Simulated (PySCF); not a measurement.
Heteronuclear NMR

Atom-mapped SMILES (the numbers label the heavy atoms): `[CH3:1][O:2][C@@H:3]1[C@@H:4]([Cl:5])[C@@H:6]1[O:7][SiH2:8][OH:9]` (H(Xn): hydrogen on atom n). Ha(Si8) is pro-R; Hb(Si8) is pro-S.

- GIAO PBE0/pcSseg-1 shieldings
- geometry: GFN2-xTB
- code: PySCF
- non-relativistic Hamiltonian, one averaged value for each set of equivalent atoms, single conformer, in vacuum

(1) Where does 29Si resonate?

(2) Predict the 17O NMR data.

## Answers

(1) 
| atoms | environment | σ (ppm) | δ (ppm) |
| --- | --- | --- | --- |
| Si8 | silicon bonded to 2 O, 2 H | 379.0 | -31.6 |

Shieldings were converted by a linear fit to measured shifts: 29Si: δ = 279.94 − 0.822σ (rms 8.9 ppm, 72 shifts, 25.8 ppm with the 6 outliers that the fit left out vs TMS, solution or neat liquid). A few per cent of atoms miss by over 2 rms, more outside the fitted compound classes.

On a 400 MHz spectrometer 29Si resonates near 79.5 MHz, so 1 ppm is 79.5 Hz.

(2) 
| atoms | environment | σ (ppm) | δ (ppm) |
| --- | --- | --- | --- |
| O7 | oxygen bonded to C, Si | 280.9 | 10.8 |
| O9 | oxygen bonded to Si, H | 289.5 | 3.0 |
| O2 | ether oxygen | 304.9 | -11.1 |

Shieldings were converted by a linear fit to measured shifts: 17O (scatter 10.7 ppm rms, 12.2 ppm with the 3 outliers that the fit left out vs liquid water, solution or neat liquid). A few per cent of atoms miss by over 2 rms, more outside the fitted compound classes.

On a 500 MHz spectrometer 17O resonates near 67.8 MHz, so 1 ppm is 67.8 Hz.
